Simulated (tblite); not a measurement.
Species: C7H6O.
Bonds: C1–C2, C2–C3 (triple), C3–C4, C4–C5 (aromatic), C5–C6 (aromatic), C6–C7 (aromatic), C7–O8 (aromatic), C4–O8 (aromatic). Hydrogens: H9, H10, H11 on C1; H12 on C5; H13 on C6; H14 on C7.

Computed with GFN2-xTB (tblite), gas phase: Langevin dynamics at 600 K from the optimised GFN2-xTB geometry, time step 0.5 fs, friction 0.01 fs⁻¹, 2000 steps. The instantaneous temperature is 2·E(kin)/(3Nk) with all 3N coordinates.

```tsv
t (fs)	T (K)	E(pot) above start (eV)	C1–C2 (Å)	C2≡C3 (Å)	C3–C4 (Å)	C4–C5 (Å)	C5–C6 (Å)	C1–H9 (Å)
0	465	0.000	1.443	1.204	1.405	1.373	1.413	1.090
50	269	0.513	1.426	1.224	1.434	1.359	1.425	1.112
100	423	0.905	1.461	1.169	1.511	1.431	1.484	1.092
150	341	0.643	1.461	1.202	1.429	1.424	1.433	1.106
200	546	0.733	1.411	1.223	1.397	1.367	1.425	1.090
250	380	0.902	1.427	1.183	1.455	1.405	1.424	1.084
300	405	0.890	1.468	1.229	1.400	1.396	1.460	1.096
350	515	0.787	1.473	1.216	1.364	1.369	1.477	1.094
400	597	0.544	1.444	1.201	1.372	1.361	1.443	1.079
450	612	0.917	1.460	1.233	1.486	1.391	1.382	1.051
500	454	0.980	1.478	1.199	1.434	1.369	1.348	1.113
550	440	0.952	1.401	1.224	1.382	1.370	1.358	1.087
600	663	0.920	1.416	1.180	1.442	1.351	1.374	1.115
650	480	0.970	1.522	1.264	1.426	1.418	1.400	1.053
700	537	0.918	1.421	1.178	1.417	1.433	1.423	1.089
750	536	1.116	1.407	1.236	1.407	1.306	1.466	1.152
800	473	1.223	1.485	1.196	1.416	1.382	1.444	1.065
850	746	0.767	1.510	1.231	1.367	1.375	1.487	1.101
900	654	1.157	1.478	1.201	1.440	1.377	1.345	1.076
950	627	1.323	1.457	1.203	1.435	1.422	1.390	1.099
1000	833	1.055	1.463	1.196	1.374	1.472	1.331	1.098
```

Task: From 500 fs on, how do temperature and potential energy compare with equipartition?

Result: The mean temperature of these 11 frames is 586 K against the target 600 K, and the mean potential energy 1.03 eV against 36 × kT/2 = 0.93 eV for 36 classical harmonic modes. For 14 atoms in a canonical ensemble the temperature itself scatters by T·√(2/(3N)) = 131 K; here its standard deviation is 123 K. The whole run lasts only 10 friction times of 100 fs, so these averages carry a wide statistical error.

Task: What are the kinetic and total energies of the listed frame with the highest potential energy?

Result: The one at 950 fs, 1.323 eV above the start. Its kinetic energy is 3NkT/2 = 1.134 eV at 627 K, so the sum is 2.46 eV; over the listed frames the sum runs from 0.84 to 2.56 eV, since the thermostat adds and removes energy.

Task: How much do the listed bonds fluctuate from 500 fs on?

Result: 
```json
{"bond": "C1–C2", "at the start (Å)": "1.443", "mean (Å)": "1.458", "standard deviation (Å)": "0.040"}
{"bond": "C2≡C3", "at the start (Å)": "1.204", "mean (Å)": "1.210", "standard deviation (Å)": "0.025"}
{"bond": "C3–C4", "at the start (Å)": "1.405", "mean (Å)": "1.413", "standard deviation (Å)": "0.026"}
{"bond": "C4–C5", "at the start (Å)": "1.373", "mean (Å)": "1.389", "standard deviation (Å)": "0.043"}
{"bond": "C5–C6", "at the start (Å)": "1.413", "mean (Å)": "1.397", "standard deviation (Å)": "0.050"}
{"bond": "C1–H9", "at the start (Å)": "1.090", "mean (Å)": "1.095", "standard deviation (Å)": "0.025"}
```

The motion is classical and holds no zero-point motion.

The cost below is that of the whole dynamics run. Time: 10 s of wall time; peak memory 0.18 GiB. Hardware: one thread of an Arm Neoverse V1, no GPU, shared host with 32 logical CPUs at a one-minute load of 11.
